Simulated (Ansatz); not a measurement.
## Cost against result

Saddle point of HfHClF4, closed shell (HfF₄ ([F][Hf]([F])([F])[F]) + HCl → HfClF₃ ([F][Hf]([F])([F])[Cl]) + HF (still joined by a long Hf–F bond); bonds formed: F2–H6; dative contacts that become bonds: Hf1–Cl7; bonds broken: H6–Cl7; bonds weakened to dative contacts: Hf1–F2), PBE0-D4/def2-TZVP structure:

Hf1  (-0.450, -0.360, 0.130)
F2  (1.589, -0.196, 0.437)
F3  (-0.432, -2.086, -0.630)
F4  (-2.007, 0.391, -0.659)
F5  (-0.957, -0.481, 1.943)
H6  (1.559, 0.924, -0.254)
Cl7  (0.697, 1.807, -0.967)
(Å)

Barriers are electronic and count from the start structure reached by relaxing down the imaginary mode.

Computed with Ansatz 0.2.0 (basis: as named in each row); correlated methods freeze the cores. Core potentials replace the inner electrons of the atoms past krypton. B3LYP uses VWN-RPA correlation. Extrapolation: Hartree–Fock as exp(−7.88 √X), correlation as X^−2.97.

Times are rough, for one single point on 8 threads of a shared host (Arm Neoverse V1).

The estimate by CCSD(T) at an estimated basis limit (MP2 extrapolated from triple and quadruple zeta, plus CCSD(T) − MP2 in triple zeta) is 10.71 kcal/mol.

| method | basis | time (s) | barrier (kcal/mol) | method less estimate |
| --- | --- | --- | --- | --- |
| SPW92 | def2-SVP | under 1 | -0.78 | -11.49 |
| PBE-D4 | def2-SVP | under 1 | 5.00 | -5.71 |
| SPW92 | def2-TZVPP | under 1 | 1.11 | -9.60 |
| PBE0-D4 | def2-SVP | under 1 | 7.04 | -3.67 |
| PBE-D4 | def2-TZVPP | 1 | 6.56 | -4.15 |
| BLYP-D4 | def2-TZVPP | 1 | 9.17 | -1.54 |
| B3LYP-D4 | def2-TZVPP | 2 | 10.12 | -0.59 |
| PBE0-D4 | def2-TZVPP | 2 | 8.21 | -2.50 |
| BHLYP-D4 | def2-TZVPP | 2 | 12.00 | 1.29 |
| CAM-B3LYP-D4 | def2-TZVPP | 2 | 10.05 | -0.66 |
| r2SCAN-D4 | def2-TZVPP | 3 | 7.22 | -3.49 |
| r2SCAN0-D4 | def2-TZVPP | 3 | 8.54 | -2.17 |
| B2PLYP | def2-TZVPP | 3 | 9.99 | -0.72 |
| PBE-QIDH | def2-TZVPP | 4 | 8.87 | -1.84 |
| RPA on PBE | def2-TZVPP | 4 | 10.00 | -0.71 |
| wB97M-V | def2-SVP | 4 | 8.50 | -2.21 |
| wB97X-V | def2-TZVPP | 5 | 10.54 | -0.17 |
| B97M-V | def2-TZVPP | 6 | 10.15 | -0.56 |
| wB97M-V | def2-TZVPP | 6 | 10.11 | -0.60 |
| CCSD(T) | def2-SVP | 8 | 11.57 | 0.86 |
| MP2 | def2-QZVPP | 8 | 9.18 | -1.53 |
| CCSD(T) | def2-TZVPP | 190 | 9.90 | -0.81 |

All methods are single points on the PBE0-D4 structures; a negative value means that the method puts the saddle structure below the start.

T1 diagnostic: at most 0.016.

Labels in which every atom is bracketed show which atoms are joined, not bond orders.
